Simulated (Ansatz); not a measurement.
Process, species as SMILES: C[Si](C)(C)N -> C[Si](C)N + [CH3] (CH3) (the C-Si bond at the site shown breaks; other sites are not compared here)
Structures are relaxed separately at B3LYP-D3(BJ)/def2-TZVP in Ansatz (a first-principles code), one conformer each, not searched for the lowest.

Wanted: bond dissociation energy (electronic energy difference), in eV. Correlated levels leave the core frozen unless marked. UHF or UKS for open shells. Spin-orbit coupling is left out. Non-relativistic. Basis-set limits of correlation are two-point, X^-3; Hartree-Fock from the larger set.

```
level                       program  bond dissociation energy (eV)
-------------------  --------------  -----------------------------
PBE-D4/def2-TZVPD    Ansatz + dftd4                           3.92
B3LYP-D4/def2-TZVPD  Ansatz + dftd4                           3.89
B3LYP/def2-TZVPD             Ansatz                           3.76
PBE0/def2-SVP                Ansatz                           3.95
```

### Question
Predict the CCSD(T)/CBS(cc-pV(T+d)Z,cc-pV(Q+d)Z) result (Ansatz).

### Answer
4.16 eV
